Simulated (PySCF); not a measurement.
## Exercise with solution: oscillator strength and radiative lifetime

In(PH2)3 (H6InP3), SMILES [PH2][In]([PH2])[PH2].

Geometry optimised at B3LYP-D3(BJ)/def2-SVP. The def2 effective core potentials stand for the cores of In; spin–orbit coupling is left out. One conformer was computed; it need not be the lowest.

TDA-PBE/def2-SVPD (PySCF) puts the first singlet state with f over 0.02 at 4.49 eV (vertical), with the transition dipole (-0.039, -0.897, 0.000) in atomic units.

**Question.** Find the oscillator strength, the wavelength and the radiative lifetime that this transition would have in vacuum if emission retraced absorption.

**Answer.** 
|μ|² = 0.8061 au, so |μ| = 2.28 D. ΔE = 4.49/27.211 = 0.1650 hartree. f = (2/3) ΔE |μ|² = 0.089 (the program prints 0.089).
λ = 1239.84/4.49 = 276 nm; ν = 36214 cm⁻¹.
Einstein's coefficient A = 0.6670 ν² f s⁻¹ (ν in cm⁻¹) = 7.8e7 s⁻¹, so τ = 1/A = 13 ns. This state is S3; the lower singlets have f = 0.007, 0.002. The figure is the radiative limit of this one transition; relaxation, internal conversion, crossing to triplets and a medium change what is measured.
